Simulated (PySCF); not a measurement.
PySCF job for CH₂O, SMILES [H]/[C-]=[O+]/[H], PBE/pcSseg-2. The structure is a stationary point at ωB97X-D3(BJ)/def2-TZVPD.

```python
import numpy as np
from pyscf import gto, scf, dft
from pyscf.prop.nmr import rks as nmr

mol = gto.M(
    atom='''
    C     0.22568141    0.70512575    0.00000000
    O    -0.15528407   -0.54676902    0.00000000
    H     0.63246237   -1.10936724    0.00000000
    H    -0.74427831    1.25276494    0.00000000
    ''',
    basis='pcSseg-2',
    charge=0,
    spin=0,
    max_memory=1600,
    verbose=3,
)
mf = dft.RKS(mol, xc='pbe')
mf.grids.level = 3
mf.conv_tol = 1e-10
mf.max_cycle = 100
mf.kernel()
n = nmr.NMR(mf)
n.verbose = 2
n.max_cycle_cphf = 60
sigma = n.kernel()
print('atom   isotropic/ppm   span/ppm')
for i, s in enumerate(sigma):
    w = np.linalg.eigvalsh((s + s.T) / 2)
    print(f'{mol.atom_symbol(i):2s}{i + 1:3d} {w.mean():14.3f} {w[2] - w[0]:11.3f}')
```

Program output:

```
converged SCF energy = -114.334942956287
atom   isotropic/ppm   span/ppm
C   1       -373.279    1177.352
O   2       -267.923    1107.417
H   3         15.717      18.517
H   4         14.280      41.587
```

The run converged.
